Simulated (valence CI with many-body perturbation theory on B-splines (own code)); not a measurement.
## How close is CI+MBPT for Te III?

Computed by relativistic CI+MBPT: four valence electrons over a frozen Dirac-Fock core [Kr] 4d10, a basis of 11 s, 11 p, 10 d, 8 f, 5 g, 2 h functions for each j, with the one-electron correlation potential Σ1 (screened to all orders), the two-electron term Σ2, the three-electron term Σ3, Breit, model QED; selected single and double excitations, second order for the rest, scaled by the run's own slope (own B-spline code, finite nucleus).

Set against measurement, 42 paired levels are off by 134 cm⁻¹ on average, the worst by 416. These come from a selection out of Zhang, Palmeri, Quinet and Biemont, Astron. Astrophys. 551, A136 (2013). Levels without a partner in it may be off by more. Among the levels kept, up to 1000 cm⁻¹ of a level comes from second order outside the variational space, and about a tenth of that is noise between levels of different J, which matters for small intervals. 26 measured levels below the end of the list, from 95031 cm⁻¹ on, found no clear computed partner, and computed levels of the same name lie up to 2005 cm⁻¹ from them.

Measured levels: measured levels as listed in Zhang, Palmeri, Quinet and Biemont, Astron. Astrophys. 551, A136 (2013). Pairs share parity and J, and are chosen by configuration, term and nearness in energy; levels without a clear partner are left out. Energies in cm⁻¹ above the measured ground level.

Names give the largest LS component (configuration and term), which can be under half, so a name can repeat, a term be missing and a line seem to break the LS rules; names also repeat where a configuration has a term twice. Letters in brackets count levels of one name in rising energy.

```
   Computed label  Label in the source  Measured  Computed  Difference
      5s²5p² ³P_0               5p2 3P         0       0.0           0
      5s²5p² ³P_1               5p2 3P    4757.2    4761.7          +4
      5s²5p² ³P_2               5p2 3P      8167    8172.1          +5
      5s²5p² ¹D_2               5p2 1D   17359.8   17355.6          -4
      5s²5p² ¹S_0               5p2 1S   30398.3   30391.4          -7
      5s5p³ ⁵S°_2           5s 5p3 5S°   64586.5   64210.6        -376
      5s5p³ ³D°_1           5s 5p3 3D°   82889.1   82597.5        -292
      5s5p³ ³D°_2           5s 5p3 3D°   83203.4   82907.3        -296
      5s5p³ ³D°_3           5s 5p3 3D°   85205.6   84911.6        -294
      5s5p³ ³P°_0           5s 5p3 3P°   96061.6   95796.5        -265
      5s5p³ ³P°_1           5s 5p3 3P°   96581.5   96331.7        -250
  5s5p³ ³P°_2 [b]               5s 5p3  100469.1  100276.8        -192
    5s²5p5d ³F°_2            5p 5d 3F°  104717.2  104659.0         -58
    5s²5p5d ³F°_3            5p 5d 3F°  106314.8  106289.8         -25
    5s²5p6s ³P°_0            5p 6s 3P°    107470  107642.7        +173
    5s²5p6s ³P°_1            5p 6s 3P°  107726.6  107944.1        +217
5s²5p6s ³P°_2 [a]            5p 6s 3P°  115422.2  115592.2        +170
    5s²5p5d ³D°_3            5p 5d 3D°  120903.4  121213.1        +310
5s²5p5d ³P°_1 [a]                5p 5d  122127.4  122382.3        +255
    5s²5p5d ³D°_2                5p 5d    122515  122807.2        +292
    5s²5p5d ³P°_0            5p 5d 3P°    122541  122718.6        +178
5s²5p5d ³P°_1 [b]                5p 5d  124787.9  125067.4        +279
    5s²5p5d ¹F°_3            5p 5d 1F°  127242.3  127658.0        +416
     5s²5p6p ³D_1             5p 6p 3D  128617.9  128568.0         -50
 5s²5p6p ³P_1 [a]                5p 6p  132116.7  132092.4         -24
     5s²5p6p ³P_0             5p 6p 3P  132262.4  132307.4         +45
     5s²5p6p ³D_2             5p 6p 3D  132329.1  132317.4         -12
 5s²5p6p ³P_1 [b]                5p 6p  138289.7  138256.8         -33
     5s²5p6p ³P_2             5p 6p 3P  139664.5  139695.6         +31
     5s²5p6p ³D_3             5p 6p 3D  139949.7  139894.1         -56
     5s²5p6p ³S_1             5p 6p 3S    141803  141804.4          +1
     5s²5p6p ¹D_2             5p 6p 1D    142982  143037.4         +55
    5s²5p6d ³F°_2            5p 6d 3F°  161407.4  161210.1        -197
5s²5p6d ³P°_2 [a]                5p 6d  162745.6  162641.6        -104
    5s²5p6d ³F°_3            5p 6d 3F°  162776.6  162718.1         -58
    5s²5p6d ³D°_1            5p 6d 3D°  163334.2  163287.4         -47
    5s²5p6d ¹D°_2                5p 6d  170417.2  170450.5         +33
    5s²5p6d ³D°_3            5p 6d 3D°  171069.7  170959.6        -110
5s²5p6d ³P°_2 [b]            5p 6d 3P°    171965  171883.4         -82
    5s²5p6d ³P°_1            5p 6d 3P°    172159  172057.8        -101
    5s²5p6d ³P°_0            5p 6d 3P°  172389.2  172271.5        -118
    5s²5p6d ¹F°_3            5p 6d 1F°  173220.2  173259.6         +39
    5s²5p6d ¹P°_1            5p 6d 1P°  174499.3  174441.4         -58
```

Over 42 excited levels the mean absolute difference is 134 cm⁻¹, the median 91 and the largest 416. The comparison draws on a selection of the measured levels: 43 of the 199 computed ones have a partner in it, and others may be off by more.

These 26 measured levels below the end of the computed list are not counted above. Beside each stands the unpaired computed level of its name, or else the nearest of its J and parity; the gap is either an error of the method or a doubtful assignment.

```tsv
Label in the source	J	Measured	Unpaired level	Computed
5p 5d	2	95031	5s5p³ ³P°_2 [a]	94831
5s 5p3 3S°	1	114216	5s5p³ ³S°_1	116221
5p 6s	1	115748	5s5p³ ³S°_1	116221
5p 5d	2	116719	5s²5p6s ³P°_2 [b]	117016
5p 5d	1	117796	5s²5p6s ¹P°_1	118133
5s 5p3	2	127189	5s5p³ ¹D°_2	127577
5s 5p3	1	136476	5s5p³ ¹P°_1	136889
5p 7s 3P°	0	160941	5s²5p7s ³P°_0	159142
5p 7s 3P°	1	161196	5s²5p7s ³P°_1	159382
5p 7s 3P°	2	170017	5s²5p7s ³P°_2	168261
5p 7s 1P°	1	170587	5s²5p7s ¹P°_1	168686
5p 7d 3F°	2	184409	5s²5p7d ³F°_2	183199
5p 8s 3P°	0	184537	5s²5p8s ³P°_0	182941
5p 8s 3P°	1	184657	5s²5p8s ³P°_1	183067
5p 7d	2	185194	5s²5p7d ³P°_2 [a]	183765
5p 7d	3	185347	5s²5p7d ³F°_3	183933
5p 7d 3D°	1	185501	5s²5p7d ³D°_1	184093
5p 8s 3P°	2	193415	5s²5p8s ³P°_2	192093
5p 8s 1P°	1	193613	5s²5p8s ¹P°_1	192257
5p 7d 1D°	2	193746	5s²5p7d ¹D°_2	192303
5p 7d 3D°	3	193930	5s²5p7d ³D°_3	192617
5p 7d 3P°	0	194254	5s²5p7d ³P°_0	193151
5p 7d 3P°	2	194349	5s²5p7d ³P°_2 [b]	192943
5p 7d 3P°	1	194447	5s²5p7d ³P°_1	193019
5p 7d 1F°	3	194800	5s²5p7d ¹F°_3	193421
5p 7d 1P°	1	195269	5s²5p7d ¹P°_1	193887
```
